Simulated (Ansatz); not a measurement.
Reaction (substitution at a C–Se bond): `C/N=C\[Se][AlH2]` + H₂S → `C/N=C/S` + `[AlH2][SeH]`

Program: Ansatz. Geometries: PBE0-D4/def2-TZVP. ΔE: electronic, gas phase. CBS: MP2 limit from def2 TZ/QZ plus the TZ coupled-cluster correction, frozen cores. This one scheme is used for every species. Double bonds are as drawn, so ΔE can hold a change between cis and trans. Functionals use def2-TZVPP. B3LYP here is the variant with VWN-RPA as its local correlation; programs differ in this. For Se outer-core shells are correlated without core-valence functions, which leaves a few kJ/mol of doubt a bond. Scalar relativity is left out up to krypton. One conformer a species, not always the lowest.

```
             level  ΔE (kJ/mol)
            PBE-D4         -5.9
         r2SCAN-D4         -8.5
           ωB97M-V        -10.8
             B3LYP        -15.8
    MP2/def2-TZVPP         -3.0
CCSD(T)/def2-TZVPP         -4.8
     HF/def2-QZVPP        -24.3
SCS-MP2/def2-QZVPP         -6.8
```

Problem. What does CCSD(T)/CBS give? (Estimate.)

Solution. Computed: -5.5 kJ/mol. The listed levels differ from it by -0.4, -3.0, -5.3, -10.3, 2.5, 0.7, -18.8, -1.3 kJ/mol.

Largest T1 diagnostic among the species: 0.013.

In def2-TZVPP, CCSD(T) changes the Hartree–Fock value by +19.1 kJ/mol (the triples alone add +3.5 kJ/mol) and MP2 by +20.8 kJ/mol. From PBE to PBE0 (25 % exact exchange), in def2-TZVPP and without D4, ΔE moves by −3.1 kJ/mol.
